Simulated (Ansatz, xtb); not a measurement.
**Two isomers of C5H5FO3**

We compare X, `C=C[C@@H]1OC(=O)O[C@H]1F`, a singlet, with Y, `C=C[C@@]1(F)COC(=O)O1`, a singlet. Both are isolated molecules in the gas phase, relaxed with PBE0-D3(BJ)/def2-SVP, each in the lowest conformer that the search found.

Energies in hartree; the thermal terms are from GFN2-xTB frequencies at re-optimised GFN2-xTB minima (ideal gas, soft modes damped towards free rotors, one conformer each, 298.15 K, 1 atm) and include the zero-point energy:

|  | X | Y |
| --- | --- | --- |
| E, CCSD(T)/def2-SVP | −517.331070 | −517.333038 |
| E, MP2/def2-SVP | −517.240522 | −517.242362 |
| E, MP2/def2-TZVPP | −518.210277 | −518.210997 |
| zero-point energy | 0.095793 | 0.095339 |
| H(298 K) − E | 0.104713 | 0.104355 |
| G(298 K) − E | 0.062389 | 0.062109 |

Task: Correct the CCSD(T) difference for the basis set by the MP2 change, then work out ΔE, ΔE₀, ΔH and ΔG for X → Y in kcal/mol (1 Eh = 627.51 kcal/mol) and the equilibrium ratio [Y]/[X].

Result: 1. Differences Y − X: CCSD(T) −0.001968, MP2 in the small set −0.001840, MP2 in the large set −0.000720 Eh.
2. ΔE = −0.001968 + (−0.000720 − (−0.001840)) = −0.000848 Eh = −0.53 kcal/mol.
3. ΔE₀ = ΔE + ΔZPE = −0.000848 + (−0.000454) Eh = −0.82 kcal/mol.
4. ΔH = ΔE + (−0.000358) Eh = −0.76 kcal/mol.
5. ΔG = ΔE + (−0.000280) Eh = −0.71 kcal/mol, so ΔS = (ΔH − ΔG)/T = −0.7 J/(mol K).
6. kT = 0.9442 mEh, so K = [Y]/[X] = exp(−ΔG/kT) = exp(+1.19) ≈ 3.3.

The two are too close for this level to say which is favoured. An error of 1 kcal/mol in ΔG would change K by a factor of 5.4. Mirror images and further conformers aren't counted.

As drawn, both hold the same kinds of bond in the same numbers.

Other levels gave ΔE = +0.1 (GFN2-xTB); −2.1 (HF/STO-3G, GFN2-xTB geometries); −1.1 (r2SCAN-D4/def2-SVP, GFN2-xTB geometries); −0.8 (PBE0-D3(BJ)/def2-SVP); −1.1 (HF/def2-SVP); −1.2 (MP2/def2-SVP); −1.2 (CCSD(T)/def2-SVP) kcal/mol. The correlated steps freeze 9 core orbitals. Programs: Ansatz 0.2.0, xtb 6.7.1.
